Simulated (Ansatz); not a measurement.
`[CH3][Zn][TeH]` + acetylene → `C#C[TeH]` + `[CH3][ZnH]`  (formal exchange of groups at a Te–Zn bond)

Program: Ansatz. Geometries: PBE0-D4/def2-TZVP. ΔE: electronic, gas phase. CCSD(T)/CBS is the MP2 limit (def2-TZVPP, def2-QZVPP) plus CCSD(T) − MP2 in def2-TZVPP, frozen cores. This one scheme is used for every species. DFT in def2-TZVPP. def2 core potentials past Kr. For Te, Zn outer-core shells are correlated without core-valence functions, which leaves a few kJ/mol of doubt a bond. Scalar relativity is left out up to krypton.

`[CH3][Zn][TeH]`:

```xyz
7

C     0.814   -1.120   -0.184
Zn   -0.503    0.309   -0.170
Te   -2.196    2.140   -0.156
H     1.337   -1.150   -1.142
H     1.550   -0.960    0.607
H     0.333   -2.086   -0.018
H    -1.336    2.867    1.063
```

`C#C`:

Cartesian coordinates in Å:
```
C -0.132 0.405 0.421
C 0.132 -0.405 -0.421
H -0.367 1.124 1.170
H 0.367 -1.124 -1.170
```

`C#C[TeH]`:

```xyz
5

C     0.049   -0.390    1.329
C    -0.202   -0.161    0.173
Te   -0.755    0.145   -1.744
H     0.282   -0.585    2.350
H     0.625    0.991   -2.110
```

`[CH3][ZnH]`:

Cartesian coordinates in Å:
```
C -0.511 0.430 0.236
Zn 0.890 -0.749 -0.410
H -0.490 0.504 1.326
H -0.394 1.438 -0.171
H -1.499 0.064 -0.056
H 2.004 -1.687 -0.925
```

```csv
level,ΔE (kJ/mol)
PBE0,154.6
MP2/def2-TZVPP,148.9
```

Q: What does CCSD(T)/CBS give? (Estimate.)

A: Computed: +159.3 kJ/mol. The listed levels differ from it by -4.7, -10.4 kJ/mol.

Largest T1 diagnostic among the species: 0.014.

At CCSD(T), def2-SVP lies +7.2 kJ/mol from the extrapolated value and def2-TZVPP −12.7 kJ/mol. From r2SCAN to r2SCAN0 (25 % exact exchange), in def2-TZVPP and without D4, ΔE moves by +8.3 kJ/mol. Leaving LDA and LC-ωPBE aside and taking each functional with its dispersion term where it has one, the values, not all of them listed here, spread over 28.0 kJ/mol, from B97M-V to BHLYP-D4.
